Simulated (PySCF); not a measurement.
C3H9Cl3GeSi, SMILES C[SiH](C)[CH2][Ge]([Cl])([Cl])[Cl], GFN2-xTB optimised geometry.

```
17

Si    -0.88     1.25     0.00
C      1.02     1.25     0.00
C     -1.58     0.25    -1.45
C     -1.53     0.49     1.64
Ge    -0.63    -1.20     2.24
Cl    -0.31    -2.63     0.69
Cl     1.29    -0.81     3.11
Cl    -1.79    -2.19     3.74
H     -1.41     2.63     0.00
H      1.40     0.24    -0.01
H      1.41     1.75     0.88
H      1.41     1.77    -0.87
H     -1.26    -0.78    -1.41
H     -1.25     0.66    -2.40
H     -2.67     0.26    -1.46
H     -1.40     1.19     2.46
H     -2.59     0.26     1.56
```

Density from CAM-B3LYP/def2-SVP in PySCF at that geometry.

Minimum of the electron density along straight lines between bonded atoms, close to the bond critical point (lines longer than 1.1 times the sum of covalent radii, or with two minima, are not listed):

```json
[
 {"bond": "Si1–C2", "length / Å": "1.897", "ρ at the minimum / e bohr⁻³": "0.113", "∇²ρ there / e bohr⁻⁵": "0.31", "position (fraction from the first atom)": "0.38"},
 {"bond": "Si1–C3", "length / Å": "1.898", "ρ at the minimum / e bohr⁻³": "0.113", "∇²ρ there / e bohr⁻⁵": "0.32", "position (fraction from the first atom)": "0.38"},
 {"bond": "Si1–C4", "length / Å": "1.919", "ρ at the minimum / e bohr⁻³": "0.105", "∇²ρ there / e bohr⁻⁵": "0.32", "position (fraction from the first atom)": "0.38"},
 {"bond": "C4–Ge5", "length / Å": "2.001", "ρ at the minimum / e bohr⁻³": "0.122", "∇²ρ there / e bohr⁻⁵": "…", "position (fraction from the first atom)": "0.52"},
 {"bond": "Ge5–Cl6", "length / Å": "2.138", "ρ at the minimum / e bohr⁻³": "0.103", "∇²ρ there / e bohr⁻⁵": "0.14", "position (fraction from the first atom)": "0.44"},
 {"bond": "Ge5–Cl7", "length / Å": "2.137", "ρ at the minimum / e bohr⁻³": "0.104", "∇²ρ there / e bohr⁻⁵": "0.14", "position (fraction from the first atom)": "0.44"},
 {"bond": "Ge5–Cl8", "length / Å": "2.143", "ρ at the minimum / e bohr⁻³": "0.103", "∇²ρ there / e bohr⁻⁵": "0.14", "position (fraction from the first atom)": "0.44"},
 {"bond": "Si1–H9", "length / Å": "1.476", "ρ at the minimum / e bohr⁻³": "0.116", "∇²ρ there / e bohr⁻⁵": "0.32", "position (fraction from the first atom)": "0.49"},
 {"bond": "C2–H10", "length / Å": "1.088", "ρ at the minimum / e bohr⁻³": "0.272", "∇²ρ there / e bohr⁻⁵": "-0.98", "position (fraction from the first atom)": "0.63"},
 {"bond": "C2–H11", "length / Å": "1.086", "ρ at the minimum / e bohr⁻³": "0.272", "∇²ρ there / e bohr⁻⁵": "-0.99", "position (fraction from the first atom)": "0.63"},
 {"bond": "C2–H12", "length / Å": "1.086", "ρ at the minimum / e bohr⁻³": "0.272", "∇²ρ there / e bohr⁻⁵": "-0.99", "position (fraction from the first atom)": "0.63"},
 {"bond": "C3–H13", "length / Å": "1.087", "ρ at the minimum / e bohr⁻³": "0.273", "∇²ρ there / e bohr⁻⁵": "-1.00", "position (fraction from the first atom)": "0.63"},
 {"bond": "C3–H14", "length / Å": "1.086", "ρ at the minimum / e bohr⁻³": "0.272", "∇²ρ there / e bohr⁻⁵": "-0.99", "position (fraction from the first atom)": "0.63"},
 {"bond": "C3–H15", "length / Å": "1.086", "ρ at the minimum / e bohr⁻³": "0.272", "∇²ρ there / e bohr⁻⁵": "-0.98", "position (fraction from the first atom)": "0.63"},
 {"bond": "C4–H16", "length / Å": "1.087", "ρ at the minimum / e bohr⁻³": "0.272", "∇²ρ there / e bohr⁻⁵": "-0.99", "position (fraction from the first atom)": "0.64"},
 {"bond": "C4–H17", "length / Å": "1.087", "ρ at the minimum / e bohr⁻³": "0.272", "∇²ρ there / e bohr⁻⁵": "-0.99", "position (fraction from the first atom)": "0.64"}
]
```

**Question.** Complete the blanks.

**Answer.** 
- C4–Ge5, ∇²ρ there / e bohr⁻⁵: -0.03
